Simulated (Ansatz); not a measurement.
Reaction (formal hydrolysis of the Si–Al bond): `C#C[SiH2][AlH][SiH3]` + H₂O → `C#C[SiH2]O` + `[AlH2][SiH3]`

Computed with Ansatz on PBE0-D4/def2-TZVP structures; ΔE is electronic, products minus reactants. CBS: MP2 limit from def2 TZ/QZ plus the TZ coupled-cluster correction, frozen cores. This one scheme is used for every species. DFT in def2-TZVPP. One conformer a species, not always the lowest.

`C#C[SiH2][AlH][SiH3]`:

```xyz
12

C    -0.861    1.507   -0.897
C     0.365    1.582   -0.766
Si    1.889    1.047    0.117
Al   -0.293    0.226    0.918
Si   -0.838   -2.019    0.124
H    -1.851    1.656   -1.275
H     2.577    2.242    0.662
H     2.755    0.314   -0.838
H    -0.886    1.026    2.152
H    -2.291   -2.194   -0.168
H    -0.101   -2.312   -1.140
H    -0.465   -3.075    1.110
```

H₂O:

```xyz
3

O     0.340    0.017   -0.189
H     0.085    0.500    0.600
H    -0.425   -0.517   -0.412
```

`C#C[SiH2]O`:

```xyz
8

C    -2.000   -0.811   -0.101
C    -0.863   -0.420   -0.201
Si    0.852    0.197   -0.349
O     1.494    0.532    1.124
H    -3.004   -1.161   -0.014
H     0.809    1.397   -1.222
H     1.710   -0.850   -0.941
H     1.004    1.117    1.704
```

`[AlH2][SiH3]`:

Z-matrix (Å, degrees):
```
Si
Al 1 2.457
H 1 1.490 2 113.4
H 1 1.492 2 110.7 3 -121.0
H 1 1.492 2 110.6 3 120.9
H 2 1.589 1 121.5 3 0.3
H 2 1.589 1 119.5 3 -179.7
```

| species | r2SCANh energy (Eh) |
| --- | --- |
| `C#C[SiH2][AlH][SiH3]` | -901.67345 |
| H₂O | -76.41862 |
| `C#C[SiH2]O` | -443.26731 |
| `[AlH2][SiH3]` | -534.84450 |

(1) Work out ΔE.

Largest T1 diagnostic among the species: 0.015.

Results:

(1) ΔE = (-443.26731) + (-534.84450) − (-901.67345) − (-76.41862) = -0.01974 Eh = -12.4 kcal/mol. CCSD(T)/CBS gives -15.9 kcal/mol.

From r2SCAN to r2SCAN0 (25 % exact exchange), in def2-TZVPP and without D4, ΔE moves by −1.6 kcal/mol. The D4 term adds +3.1 kcal/mol with B3LYP and +1.8 kcal/mol with PBE0; it sums over pairs of atoms, weighted by their polarisabilities, and B3LYP, whose exchange is more repulsive, gets the larger term. Leaving LDA and LC-ωPBE aside and taking each functional with its dispersion term where it has one, the values, not all of them listed here, spread over 13.7 kcal/mol, from BHLYP-D4 to PBE-D4. LDA lies +3.9 kcal/mol from PBE without D4.

B3LYP here is the variant with VWN-RPA as its local correlation; programs differ in this.
